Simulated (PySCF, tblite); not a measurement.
Species: C5H14N3P.
Cartesian coordinates in Å at the GFN2-xTB level; atoms count from 1:
```
atom  x, y, z in Å
C1     2.9705   -0.3748   -0.5182
N2     1.5387   -0.2096   -0.6493
P3     0.4907   -0.3346    0.6955
N4    -0.8916   -1.1377    0.0818
C5    -0.7740   -2.4701   -0.4512
C6    -1.8394   -0.2546   -0.5631
C7    -1.7353    1.0289    0.2456
N8    -0.3173    1.1868    0.5033
C9     0.0100    2.2407    1.4374
H10    3.3731   -0.8785   -1.4018
H11    3.1629   -0.9997    0.3533
H12    3.5034    0.5733   -0.3880
H13    1.2707    0.4812   -1.3426
H14   -0.4784   -2.4782   -1.5085
H15   -1.7302   -2.9920   -0.3548
H16   -0.0185   -3.0060    0.1217
H17   -2.8448   -0.6859   -0.5157
H18   -1.5908   -0.0717   -1.6200
H19   -2.3155    0.9402    1.1763
H20   -2.1040    1.8980   -0.3093
H21   -0.5203    2.1463    2.3930
H22    1.0824    2.2174    1.6285
H23   -0.2471    3.2074    0.9960
```

The calculation used PBE0/pcSseg-1 in PySCF (dipole) on a GFN2-xTB geometry, gas phase.

Take the most abundant isotopes and a rigid rotor. The values belong to one conformer with, in the numbering `[CH3:1][NH:2][P:3]1[N:4]([CH3:5])[CH2:6][CH2:7][N:8]1[CH3:9]`, C1–N2–P3–N4 -142°, N2–P3–N4–C5 62°, P3–N4–C6–C7 -34°, N4–C6–C7–N8 41°, C6–C7–N8–C9 -171°.

Q: What are A, B and C (MHz)?

A: Ia = 312.73, Ib = 352.81, Ic = 578.27 u·Å²; 505379 MHz·u·Å²/I gives A = 1616, B = 1432, C = 874.0 MHz.

Q: What kind of rotor is it?

A: An asymmetric top; Ray's κ = 0.505.

Q: Is it planar, by Δ = Ic − Ia − Ib?

A: Not planar: Δ = Ic − Ia − Ib = -87.28 u·Å². For a rigid frame Δ = −2 Σ m c², so Σ m c² = 43.64 u·Å² lies off the ab plane: 13.10 from hydrogen and 30.54 from heavier atoms. The atom farthest from that plane is 1.72 Å away.

Q: Give the other two planar moments, Paa and Pbb, and the rms extents of the mass along the axes.

A: Paa = Σ m a² = (Ib + Ic − Ia)/2 = 309.18 and Pbb = Σ m b² = (Ia + Ic − Ib)/2 = 269.09 u·Å². With the mass M = 147.09 u, the rms extents √(P/M) along a, b and c are 1.45, 1.35, 0.54 Å.

Q: List the rotational levels J(Ka,Kc) to J = 2 (K).

A: Above 0(0,0), as E/k:
J = 1: 1(0,1) 0.111, 1(1,1) 0.120, 1(1,0) 0.146
J = 2: 2(0,2) 0.312, 2(1,2) 0.314, 2(1,1) 0.394, 2(2,1) 0.421, 2(2,0) 0.441

Q: Which types of transition are allowed, and where do some lines up to J = 3 fall?

A: The dipole components are |μa| = 0.47 D, |μb| = 0.43 D, |μc| = 1.22 D. Intensities carry the squares of the components, which stand as 0.14 : 0.12 : 1.00 (a : b : c). Some lines, for components of 0.1 D or more:

```
type  branch         J(Ka,Kc)   MHz  lower level (cm⁻¹)
   a       Q  2(2,0) ← 2(2,1)   413               0.293
   a       Q  1(1,0) ← 1(1,1)   558               0.083
   c       Q  3(3,1) ← 3(2,1)  1096               0.571
   b       Q  2(2,1) ← 2(1,2)  2226               0.218
   b       R  1(1,1) ← 0(0,0)  2490               0.000
   b       Q  3(3,1) ← 3(2,2)  2524               0.523
   c       R  1(1,0) ← 0(0,0)  3048               0.000
   a       Q  3(1,2) ← 3(1,3)  3092               0.414
   b       R  2(0,2) ← 1(1,1)  4016               0.083
   b       R  2(2,1) ← 1(1,0)  5722               0.102
   a       R  3(1,3) ← 2(1,2)  5872               0.218
   c       R  2(1,1) ← 1(0,1)  5913               0.077
   c       R  2(2,0) ← 1(1,0)  6135               0.102
   c       R  2(2,1) ← 1(1,1)  6280               0.083
   b       R  2(2,0) ← 1(1,1)  6694               0.083
   a       R  3(2,1) ← 2(2,0)  7933               0.306
   c       R  3(2,1) ← 2(1,1)  8897               0.274
   c       R  3(3,1) ← 2(2,1)  9443               0.293
```

Q: Estimate the classical rotational partition function at 100 K, 200 K and 298.15 K.

A: Point group C1, symmetry number σ = 1; q = (√π/σ)·√((kT/h)³/(ABC)), k/h = 20836.6 MHz/K: 119000 at 100 K, 335000 at 200 K, 610000 at 298.15 K.

Its GFN2-xTB frequencies are all real (lowest 38 cm⁻¹). Zero-point vibration and centrifugal distortion are left out. A rigid rotor knows nothing of inversion at nitrogen or internal rotation, which can split or shift real lines. Quadrupole hyperfine structure (14N) is left out.
